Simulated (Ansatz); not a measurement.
Cost and result for the atomization energy of CH5BOSi (9 atoms, 8 bonds).

Cartesian coordinates in Å:
```
O 2.2417 -0.1304 0.1105
C 0.9257 0.0818 0.1781
B -0.0684 -0.6612 -0.6311
Si -1.7247 0.0519 -0.1331
H 2.7172 0.4519 0.7121
H 0.6443 0.8611 0.8907
H 0.1797 -1.5183 -1.4204
H -3.1033 -0.2706 -0.5933
H -1.8122 1.1337 0.8866
```

Charge 0, multiplicity 1. The bonds changed during the relaxation, so this is another structure than the one it started from. The structure was optimised at the PBE0-D4/def2-TZVP level. It is one conformer, not always the lowest. Program: Ansatz. All runs use 2 threads of an Arm Neoverse V2 on a shared host. Times are those of one run each, without the atoms' runs, and a repeat can differ threefold. Electronic energies, without spin–orbit coupling; frozen cores. CCSD(T)/CBS adds CCSD(T) − MP2 in def2-TZVPP to the MP2 limit, and its time is that of the two runs behind it. T1 = 0.017; the RHF reference is unstable towards UHF. HSE06 is the plane-wave form, built on full-range PBE exchange.

CCSD(T)/CBS is a level of theory with its own doubt, some kJ/mol a heavy atom from the limit and from the frozen cores, so smaller differences don't rank the functionals.

```json
{"level": "BLYP-D4/def2-TZVPP", "functions": "205", "wall time": "2.1 s"}
{"level": "CCSD(T)/def2-SVP", "functions": "85", "wall time": "2.3 s"}
{"level": "HSE06-D4/def2-TZVPP", "functions": "205", "wall time": "2.6 s"}
{"level": "BHLYP-D4/def2-TZVPP", "functions": "205", "wall time": "2.7 s"}
{"level": "CAM-B3LYP-D4/def2-TZVPP", "functions": "205", "wall time": "2.8 s"}
{"level": "PBE-QIDH/def2-TZVPP", "functions": "205", "wall time": "4.2 s"}
{"level": "r2SCANh-D4/def2-TZVPP", "functions": "205", "wall time": "4.3 s"}
{"level": "r2SCAN-D4/def2-TZVPP (with forces)", "functions": "205", "wall time": "4.7 s"}
{"level": "ωB97X-V/def2-TZVPP", "functions": "205", "wall time": "7 s"}
{"level": "ωB97M-V/def2-TZVPP (with forces)", "functions": "205", "wall time": "10 s"}
{"level": "MP2/def2-QZVPP", "functions": "391", "wall time": "18 s"}
{"level": "CCSD(T)/def2-TZVPP", "functions": "205", "wall time": "54 s"}
{"level": "CCSD(T)/CBS(def2)", "functions": "–", "wall time": "72 s"}
```

(1) What atomization energy does each give, and how far from CCSD(T)/CBS? (Estimate.)

Answers

(1) Computed: 
```
                             level  atomization (kcal/mol)  difference from CCSD(T)/CBS  per bond
                BLYP-D4/def2-TZVPP                   747.7                          8.6       1.1
                  CCSD(T)/def2-SVP                   698.7                        -40.4      -5.0
               HSE06-D4/def2-TZVPP                   745.2                          6.1       0.8
               BHLYP-D4/def2-TZVPP                   717.5                        -21.6      -2.7
           CAM-B3LYP-D4/def2-TZVPP                   743.4                          4.3       0.5
               PBE-QIDH/def2-TZVPP                   735.0                         -4.1      -0.5
             r2SCANh-D4/def2-TZVPP                   743.0                          3.9       0.5
r2SCAN-D4/def2-TZVPP (with forces)                   749.7                         10.6       1.3
                ωB97X-V/def2-TZVPP                   739.8                          0.7       0.1
  ωB97M-V/def2-TZVPP (with forces)                   742.4                          3.3       0.4
                    MP2/def2-QZVPP                   743.5                          4.4       0.6
                CCSD(T)/def2-TZVPP                   720.1                        -19.0      -2.4
                 CCSD(T)/CBS(def2)                   739.1                          0.0       0.0
```

Leaving LDA and LC-ωPBE aside and taking each functional with its dispersion term where it has one, the values, not all of them listed here, spread over 45.6 kcal/mol, from BHLYP-D4 to PBE-D4. LDA lies +100.7 kcal/mol from PBE without D4, its usual overbinding. At CCSD(T), def2-SVP lies −40.4 kcal/mol from the extrapolated value and def2-TZVPP −19.0 kcal/mol: correlation converges slowly with the basis, and small sets miss more of it in the bonded molecule than in its fragments. From PBE to PBE0 (25 % exact exchange), in def2-TZVPP and without D4, the atomization energy moves by −18.1 kcal/mol: exact exchange takes away binding that semilocal exchange gives to molecules.
